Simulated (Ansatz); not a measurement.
```yaml
crystal:
  periodic: [false, false, false]
  atoms:
    - {symbol: Br, position_ang: [-1.547475, -6.874904, 0.845783]}
    - {symbol: Al, position_ang: [-0.080043, -2.712807, 0.327967]}
    - {symbol: O, position_ang: [-2.244211, 0.353603, -0.881422]}
    - {symbol: Si, position_ang: [1.103072, 1.760936, 0.029829]}
    - {symbol: H, position_ang: [2.748636, 3.314844, -2.653129]}
    - {symbol: H, position_ang: [0.774596, 4.175272, 2.492890]}
basis:
  gaussian: {orbitals: def2-mTZVP, point_charges: [{charge: -1.00, position_ang: [6.025, -0.972, -0.724]}]}
hamiltonian: {xc: {name: B3LYP}, dispersion: d3bj}
output: {forces: true}
```

```sh
$ ansatz run in.yaml --threads 2 --pin off --events-out ev --progress --plain --max-ram 4352MiB
```

Shortened log:

```
Functional definition: B3LYP
976 factors; integrals over basis functions are off by at most 3.2e-4 eV
mean field evaluation 1: about -86543.6421 eV, gradient 9.7e1 eV
mean field evaluation 2: about -85900.8473 eV, gradient 1.8e2 eV
mean field evaluation 4: about -86536.8575 eV, gradient 1.0e2 eV
mean field evaluation 8: about -86585.5509 eV, gradient 7.3e0 eV
mean field evaluation 16: about -86586.2656 eV, gradient 4.3e0 eV
mean field evaluation 32: about -86586.3783 eV, gradient 2.1e-5 eV
mean field -86586.37833614 eV, -3181.9907134979 hartree, gradient 4.9e-8 eV, S^2 0.000000; 10 other end points of the search recorded, 0 dependent functions left out
reference -86586.37873375 eV, -3181.9907281100 hartree; 36, 36 occupied and 74, 74 virtual orbitals, 976 factors
Total energy: -86586.54564992 eV, -3181.9968621658 hartree
Atom 0 at    -1.547475    -6.874904     0.845783 Å, force     0.161237     0.534951    -0.058464 eV/Å
Atom 1 at    -0.080043    -2.712807     0.327967 Å, force    -0.271044    -0.177473    -0.129976 eV/Å
Atom 2 at    -2.244211     0.353603    -0.881422 Å, force     0.783036    -0.131291     0.311794 eV/Å
Atom 3 at     1.103072     1.760936     0.029829 Å, force    -0.007231     0.944276    -0.153127 eV/Å
Atom 4 at     2.748636     3.314844    -2.653129 Å, force    -0.506935    -0.410478     0.757634 eV/Å
Atom 5 at     0.774596     4.175272     2.492890 Å, force     0.096088    -0.770278    -0.799363 eV/Å
Dipole moment:     1.887647     1.059995    -0.066291 e Å
```

In this input the geometry is stretched to more than twice its size. The run converged. The result belongs to that input, not to the molecule as meant.
